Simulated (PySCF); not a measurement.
Dipole moment and polarisability of `C=N[Si@@H]([SiH3])CCF`

Compound: C3H10FNSi2.
Structure used (GFN2-xTB), in Å, numbered top down from 1:
```
atom  x, y, z in Å
C1    -2.1539   -1.6785   -0.8688
N2    -1.2760   -0.8282   -0.6090
Si3   -0.0766   -0.6360    0.6095
Si4    1.9474   -1.0649   -0.4258
C5    -0.3159    1.2024    1.0874
C6     0.1150    2.1407   -0.0195
F7     1.4692    2.0147   -0.2586
H8    -2.7422   -1.5791   -1.7780
H9    -2.3925   -2.5378   -0.2371
H10   -0.3061   -1.3887    1.8628
H11    2.0671   -0.4994   -1.7681
H12    2.1412   -2.5159   -0.5645
H13    3.0551   -0.5601    0.3847
H14    0.2612    1.4301    1.9835
H15   -1.3601    1.4141    1.3132
H16   -0.0498    3.1935    0.2387
H17   -0.3901    1.9053   -0.9606
```

Level: PBE0/def2-SVPD (PySCF), static field, nuclei fixed, core orbitals frozen in the response. The polarisability tensor in these axes (au):

```
x   113.42   5.89   2.37
y     5.89 103.96   5.02
z     2.37   5.02  91.81
```

What are the eigenvalues, a third of the trace, and Δα (Δα² = ½Σ(αi − αj)² over the three pairs)?

Principal values 90.00, 102.18 and 117.01 au; mean 103.06 au = 15.27 Å³ = 16.99 × 10⁻⁴⁰ C²·m²/J; Δα = 23.42 au (23 % of the mean).

What is the dipole moment, and where does it point?

(-2.48, -0.54, 0.66) D, 2.63 D in size, pointing from the negative to the positive side. Measured along this direction, the outermost atoms are H13 at the negative end and H9 at the positive end.

In a dilute gas of rigid molecules at 400 K, how does the orientational term μ²/3kT compare with the electronic polarisability?

In Gaussian units μ²/3kT = 41.67 Å³ against 15.27 Å³, a ratio of 2.73; the Debye molar polarisation (4π/3)N_A(α + μ²/3kT) is 143.6 cm³/mol, leaving out the vibrational part.

Traceless (Buckingham) quadrupole moment about the centre of nuclear charge: eigenvalues?

-4.30, -0.15, 4.45 D·Å. The values depend on the origin, since the dipole doesn't vanish. The electronic extent ⟨r²⟩ about the same centre is 1319 bohr², a root-mean-square distance of 2.26 Å for the 72 electrons.

Along which axes do the principal values lie, and how far do the nuclei extend along each?

Largest value along (0.87, 0.46, 0.17), where the nuclei span 5.89 Å; middle along (-0.49, 0.82, 0.29), 6.00 Å; least along (-0.01, -0.33, 0.94), 3.76 Å. 

Isolated species at its GFN2-xTB geometry (one conformer only).
